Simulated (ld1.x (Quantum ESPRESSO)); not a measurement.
# Logarithmic derivatives: zirconium (Zr), ultrasoft

* Element: zirconium
* Generator: ld1.x (Quantum ESPRESSO) 7.5
* Type: ultrasoft
* Functional: PBE
* Relativity: fully relativistic
* Frozen core: [Ar] 3d10
* Valence charge: 12
* Reference configuration: 4s2 4p6 4d2 5s1.5 5p0.5
* Partial waves: 4s (bound): rcut 1.60, rcutus 1.90 bohr; 5s (bound): rcut 1.60, rcutus 1.90 bohr; 4p (bound): rcut 1.85, rcutus 2.15 bohr; 5p (bound): rcut 1.85, rcutus 2.15 bohr; 4d (bound): rcut 2.25, rcutus 2.70 bohr; 4d channel at 0.8 Ry: rcut 2.25, rcutus 2.70 bohr
* Local potential: all-electron potential smoothed inside 2.65 bohr (lloc = -1)
* Core correction: none
* Augmentation charge: PSQ, inside the norm-conserving radii

Open shells are filled in proportion to 2j + 1 (rel_dist='average').

The phase is arctan(r·u′/u) with u = r·R(r), unwrapped; energies in Ry, scanned from -6 to 5 Ry. A pole is an energy at which the radial function vanishes at the test radius. The pseudo phase is shifted by a multiple of π to meet the all-electron one at the reference energy, and phase errors are pseudo minus all-electron; the curves can meet again beyond the range given. Levels narrower than the energy grid can be missing from the lists of poles.

Task: For each channel, where are the poles, and over which energies does the pseudopotential scatter like the atom?

Result:

| channel | radius (bohr) | reference energy (Ry) | poles, all-electron | poles, pseudo | unbroken range about the reference energy with phases within 0.05 rad | phase error 1 Ry above the reference energy (rad) |
| --- | --- | --- | --- | --- | --- | --- |
| s | 2.94 | -0.35 | -4.03, 1.88 | -4.03, 1.87 | below 4.6 | -0.000 |
| p1/2 | 2.94 | -0.14 | -2.45, 2.84 | -2.46, 2.79 | below 4.7 | -0.002 |
| p3/2 | 2.94 | -0.13 | -2.31, 2.96 | -2.31, 2.91 | below 4.9 | -0.002 |
| d3/2 | 2.94 | -0.31 | 0.13, 4.86 | 0.13, 4.61 | the whole range | -0.000 |
| d5/2 | 2.94 | -0.30 | 0.15, 4.89 | 0.15, 4.65 | the whole range | -0.000 |

Phases in the s channel:

```json
{"E (Ry)": "-6.00", "all-electron": "1.418", "pseudo": "1.418"}
{"E (Ry)": "-5.74", "all-electron": "1.413", "pseudo": "1.413"}
{"E (Ry)": "-5.48", "all-electron": "1.408", "pseudo": "1.408"}
{"E (Ry)": "-5.22", "all-electron": "1.402", "pseudo": "1.402"}
{"E (Ry)": "-4.96", "all-electron": "1.395", "pseudo": "1.395"}
{"E (Ry)": "-4.70", "all-electron": "1.385", "pseudo": "1.385"}
{"E (Ry)": "-4.44", "all-electron": "1.369", "pseudo": "1.369"}
{"E (Ry)": "-4.18", "all-electron": "1.304", "pseudo": "1.304"}
{"E (Ry)": "-3.92", "all-electron": "-1.705", "pseudo": "-1.705"}
{"E (Ry)": "-3.66", "all-electron": "-1.750", "pseudo": "-1.750"}
{"E (Ry)": "-3.40", "all-electron": "-1.768", "pseudo": "-1.768"}
{"E (Ry)": "-3.14", "all-electron": "-1.783", "pseudo": "-1.783"}
{"E (Ry)": "-2.88", "all-electron": "-1.798", "pseudo": "-1.798"}
{"E (Ry)": "-2.62", "all-electron": "-1.815", "pseudo": "-1.815"}
{"E (Ry)": "-2.36", "all-electron": "-1.835", "pseudo": "-1.835"}
{"E (Ry)": "-2.10", "all-electron": "-1.859", "pseudo": "-1.859"}
{"E (Ry)": "-1.84", "all-electron": "-1.890", "pseudo": "-1.890"}
{"E (Ry)": "-1.58", "all-electron": "-1.931", "pseudo": "-1.931"}
{"E (Ry)": "-1.32", "all-electron": "-1.989", "pseudo": "-1.989"}
{"E (Ry)": "-1.06", "all-electron": "-2.076", "pseudo": "-2.076"}
{"E (Ry)": "-0.80", "all-electron": "-2.221", "pseudo": "-2.221"}
{"E (Ry)": "-0.54", "all-electron": "-2.496", "pseudo": "-2.496"}
{"E (Ry)": "-0.28", "all-electron": "-3.041", "pseudo": "-3.041"}
{"E (Ry)": "-0.02", "all-electron": "-3.739", "pseudo": "-3.739"}
{"E (Ry)": "0.24", "all-electron": "-4.167", "pseudo": "-4.167"}
{"E (Ry)": "0.50", "all-electron": "-4.381", "pseudo": "-4.381"}
{"E (Ry)": "0.76", "all-electron": "-4.501", "pseudo": "-4.501"}
{"E (Ry)": "1.02", "all-electron": "-4.577", "pseudo": "-4.577"}
{"E (Ry)": "1.28", "all-electron": "-4.630", "pseudo": "-4.630"}
{"E (Ry)": "1.54", "all-electron": "-4.671", "pseudo": "-4.671"}
{"E (Ry)": "1.80", "all-electron": "-4.704", "pseudo": "-4.704"}
{"E (Ry)": "2.06", "all-electron": "-4.732", "pseudo": "-4.733"}
{"E (Ry)": "2.32", "all-electron": "-4.758", "pseudo": "-4.758"}
{"E (Ry)": "2.58", "all-electron": "-4.782", "pseudo": "-4.783"}
{"E (Ry)": "2.84", "all-electron": "-4.807", "pseudo": "-4.809"}
{"E (Ry)": "3.10", "all-electron": "-4.833", "pseudo": "-4.835"}
{"E (Ry)": "3.36", "all-electron": "-4.862", "pseudo": "-4.866"}
{"E (Ry)": "3.62", "all-electron": "-4.896", "pseudo": "-4.902"}
{"E (Ry)": "3.88", "all-electron": "-4.939", "pseudo": "-4.949"}
{"E (Ry)": "4.14", "all-electron": "-4.997", "pseudo": "-5.014"}
{"E (Ry)": "4.40", "all-electron": "-5.083", "pseudo": "-5.114"}
{"E (Ry)": "4.66", "all-electron": "-5.224", "pseudo": "-5.292"}
{"E (Ry)": "4.92", "all-electron": "-5.497", "pseudo": "-5.668"}
```
